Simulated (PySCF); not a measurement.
Species: C4H13NOSi2.
Z-matrix (Å and degrees, PBE0-D3(BJ)/def2-SVP geometry), rows numbered from 1:
```
C 
C   1  1.5092
O   2  1.4026  1  108.65
C   3  1.4047  2  115.11  1  -176.13
C   4  1.5374  3  115.13  2   -70.21
Si  5  1.8921  4  107.87  3  -159.76
N   6  1.7448  5   98.98  4    28.85
Si  7  1.7451  6  114.57  5    -7.78
H   1  1.1004  2  110.79  3   179.51
H   1  1.1000  2  110.45  3    59.14
H   1  1.1001  2  110.39  3   -60.24
H   2  1.1080  1  110.27  3   121.56
H   2  1.1106  1  110.62  3  -120.73
H   4  1.1135  3  109.66  2    52.06
H   5  1.1047  4  108.50  3   -43.49
H   5  1.1024  4  113.17  3    75.48
H   6  1.4972  5  112.45  4   148.76
H   6  1.4999  5  112.27  4   -90.79
H   7  1.0136  6  122.56  5   172.27
H   8  1.4960  4  112.58  3   -85.00
H   8  1.4965  4  111.46  3    36.35
```

All values: PBE0/pcSseg-1 (PySCF, non-relativistic), on one gas-phase PBE0-D3(BJ)/def2-SVP geometry that isn't relaxed in the solvent. The solvent is an IEF-PCM continuum (van der Waals radii × 1.2). Specific hydrogen bonds and non-electrostatic terms are outside this model.

| run | E − E(gas) (kcal/mol) | HOMO (eV) | HOMO–LUMO gap (eV) | dipole (D) |
| --- | --- | --- | --- | --- |
| gas | 0.00 | -7.25 | 7.66 | 1.02 |
| P | -3.80 | -7.21 | 7.70 | 1.56 |
| Q | -1.63 | -7.22 | 7.68 | 1.21 |

Task: The runs were made in benzene and methanol. Which run belongs to which solvent?

Result: P = methanol, Q = benzene. The dielectric constants are 2.271 (benzene), 32.61 (methanol), and the energy falls further as ε rises. In this model the ground state sees the solvent through ε alone.

Task: How constant is the ratio of the lowering to (ε − 1)/(2ε + 1)?

Result: 
```tsv
solvent	(ε − 1)/(2ε + 1)	E − E(gas) (kcal/mol)	ratio (kcal/mol)	polarisation term (kcal/mol)
benzene	0.229	-1.63	-7.1	-1.71
methanol	0.477	-3.80	-8.0	-4.32
```

The ratio changes by +12.2 % in size from benzene to methanol. The polarisation term is half the interaction of the solute with the induced surface charges.
